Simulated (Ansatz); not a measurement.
`[SH][AlH][Br]` + NH₃ → `[NH2][AlH][Br]` + H₂S at 400 K and 1 bar (ligand exchange at the Al–S bond).

Isolated molecules relaxed with PBE0-D4/def2-TZVP in Ansatz; ΔE leaves out vibrations. CBS: MP2 limit from def2 TZ/QZ plus the TZ coupled-cluster correction, frozen cores. This one scheme is used for every species. For Br outer-core shells are correlated without core-valence functions, which leaves a few kJ/mol of doubt a bond. Scalar relativity is left out up to krypton. One conformer a species, not always the lowest.

```
         species  CCSD(T)/CBS energy (Eh)  H − E (kJ/mol)  S (J/(mol·K))
 `[SH][AlH][Br]`              -3214.41891            69.9          338.2
             NH₃                -56.50880           104.2          203.1
`[NH2][AlH][Br]`              -2871.94728           112.5          329.2
             H₂S               -398.97279            53.4          215.9
```

H − E and S are ideal-gas, rigid-rotor, harmonic terms from PBE0-D4/def2-TZVP, for one conformer and one mirror image of each species. 1 Eh = 2625.50 kJ/mol, R = 8.31446 J/(mol·K).

**Question.** By hand: ΔE, ΔH, ΔS and ΔG.

**Answer.** ΔE = (-2871.94728) + (-398.97279) − (-3214.41891) − (-56.50880) = 0.00764 Eh = 20.1 kJ/mol. Δ(H − E) = 112.5 + 53.4 − 69.9 − 104.2 = -8.2, so ΔH = 11.9 kJ/mol. ΔS = 329.2 + 215.9 − 338.2 − 203.1 = 3.8 J/(mol·K). ΔG = 11.9 − 400 × (3.8)/1000 = 10.4 kJ/mol.

**Question.** By hand: the equilibrium constant, and the temperature at which ΔG would vanish if ΔH and ΔS stayed fixed.

**Answer.** log₁₀ K = −ΔG/(RT ln 10) = -1.4. ΔG = 0 at ΔH/ΔS = 3132 K, far beyond where these terms or the molecules hold.

The number of gas molecules stays the same, so ΔS is small and ΔH decides. A doubt of 5 kJ/mol in ΔE shifts log₁₀ K by 0.7 here. Other conformers and mirror images would add mixing entropy, several J/(mol·K) or more a flexible species. These are equilibria of isolated gas molecules and say nothing of rates. Largest T1 diagnostic: 0.009 (customary marks: 0.02 for closed shells, 0.045 for open ones).
